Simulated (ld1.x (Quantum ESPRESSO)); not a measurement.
# What the settings do to the TM potential of Ba (Z = 56)

Base potential:

| Quantity | Value |
| --- | --- |
| Element | barium |
| Generator | ld1.x (Quantum ESPRESSO) 7.5 |
| Type | norm-conserving Troullier–Martins (Kleinman–Bylander form) |
| Functional | PBEsol |
| Relativity | scalar-relativistic |
| Frozen core | [Xe] |
| Valence charge | 2 |
| Reference configuration | 5d0 6s2 6p0 |
| Partial waves | 6p (bound, empty): rc 3.65 bohr; 5d (bound, empty): rc 3.00 bohr; 6s (bound): rc 4.20 bohr |
| Local potential | the s channel |
| Core correction | none |

Cutoffs, loose and tight: the cutoffs (Ry, on a coarse ladder) from which the occupation-weighted sum of valence levels, in a spherical-Bessel basis at the reference potential, stays within 10 and 1 mRy of its value at 400 Ry. They do not see the model core or the augmentation charge, which bear on the density cutoff. Test errors are all-electron minus pseudo excitation energies from the reference, over the configurations 5d0 6s1 6p0; 5d0 6s1.5 6p0; 5d0 6s1 6p1; 5d0 6s0 6p1; 5d1 6s0 6p0; 5d0.5 6s1.5 6p0; 5d1 6s1 6p0. A dash means not determined; rows that change the core or the reference have their own tests. The largest error is taken over the tests solved by every variant that gives reliable tests at all: 5d0 6s0 6p1; 5d0 6s1 6p0; 5d0 6s1 6p1; 5d0 6s1.5 6p0; 5d0.5 6s1.5 6p0; 5d1 6s0 6p0.

A true bound ghost makes a file unfit for plane-wave use even where its test errors are small: the radial tests pick states by their node count and pass the ghost by.

```tsv
change	outcome	cutoff, loose	cutoff, tight	bound ghosts	largest test error (meV)
base	generated	6 Ry	6 Ry	p	+248
all radii scaled by about 0.77 (s 3.26, p 2.82, d 2.32 bohr)	generated	6 Ry	12 Ry	p	+236
all radii scaled by about 0.84 (s 3.54, p 3.08, d 2.54 bohr)	generated	6 Ry	6 Ry	p	+213
all radii scaled by about 0.91 (s 3.82, p 3.32, d 2.72 bohr)	generated	6 Ry	6 Ry	p	+255
all radii scaled by about 0.96 (s 4.04, p 3.50, d 2.88 bohr)	generated	6 Ry	6 Ry	p	+256
all radii scaled by about 1.17 (s 4.92, p 4.28, d 3.52 bohr)	generated	6 Ry	6 Ry	none	+125
all radii scaled by about 1.32 (s 5.56, p 4.82, d 3.96 bohr)	generated	6 Ry	6 Ry	none	+77
all radii scaled by about 1.37 (s 5.76, p 5.00, d 4.12 bohr)	generated	6 Ry	6 Ry	none	+72
```

Question: What comes out with this change to the base: all radii scaled by about 1.26 (s 5.30, p 4.60, d 3.78 bohr)?

Answer: outcome: generated; cutoff, loose: 6 Ry; cutoff, tight: 6 Ry; bound ghosts: none; largest test error (meV): +92.

Reading the sweep of the scale of all radii (base = 1) (base included, trends over the rows without a ghost): The loose cutoff stays near 6 Ry. The median size of the test errors (rows with all tests solved) falls from 41.8 meV at 1.17 to 25.8 meV at 1.37. This runs against the usual rule that a larger radius transfers worse; these runs do not show why. Bound ghosts are found at 0.77, 0.84, 0.91, 0.96, 1.
